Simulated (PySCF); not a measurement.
A run for PySCF: R-B3LYP/6-31G* on BCl3 (SMILES ClB(Cl)Cl) with ghost functions, monomers drawn apart or pushed together.

```python
from pyscf import gto, scf, dft, mp
from pyscf.data.elements import chemcore

mol = gto.M(
    atom='''
    Cl    0.68045160   -1.51242531    0.89708230
    B    -0.10446912    0.09061121    1.33205578
    Cl    0.84588839    1.54141302    0.76787511
    Cl   -1.86355206    0.18960138    0.86069609
    ghost-C   -0.92867157   -0.79653979    3.53762837
    ghost-O   -0.08898654    0.16236989    2.83203776
    ghost-C    1.21858532    0.27607294    3.46429459
    ghost-H   -0.99352914   -0.46359324    4.57017117
    ghost-H   -0.47908832   -1.78534810    3.46456895
    ghost-H   -1.89970598   -0.77673393    3.06076327
    ghost-H    1.04781620    0.55471706    4.50082692
    ghost-H    1.75795751    1.05161726    2.93675187
    ghost-H    1.73566774   -0.67890152    3.38770127
    ''',
    basis='6-31g*',
    cart=True,
    charge=0, spin=0, verbose=3, max_memory=1800)
mf = dft.RKS(mol, xc='b3lyp')
mf.conv_tol = 1e-8
mf.max_cycle = 100
mf.kernel()
if not mf.converged:
    mf = mf.newton().run(mf.mo_coeff, mf.mo_occ)
```

Output:

```
converged SCF energy = -1405.52837960337
```

Self-consistency was reached.

Cost: roughly 11 core-seconds.
